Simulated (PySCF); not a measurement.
Acid–base and redox partners of NC=O. All species are isolated molecules in the gas phase. One relaxed conformer stands for each flexible species; it need not be the lowest. Strings in code marks are SMILES.

Computed with PBE-D3(BJ)/def2-TZVP // B3LYP-D3(BJ)/def2-TZVP run with PySCF 2.14.0. Excitations are Tamm–Dancoff values on a coarser integration grid. The basis has no diffuse functions, so Rydberg states are missing or too high.

| species | brightest of the four lowest singlets (TDA) (eV) | S1 oscillator strength | HOMO–LUMO gap (eV) |
|---|---|---|---|
| neutral parent (`C(N)=O`) | 7.13 | 0.001 | 5.37 |
| proton added at N1 (`[NH3+]C=O` (not the most basic site)) | 9.01 | 0.001 | 4.94 |
| proton added at O3 (`[H]/[O+]=C/N`) | 8.67 | 0.000 | 6.15 |
| H atom removed from N1 (`[NH]C=O` (H–N–C–O torsion 26°)) | – | – | – |
| H atom removed from C2 (`N[C]=O`) | – | – | – |
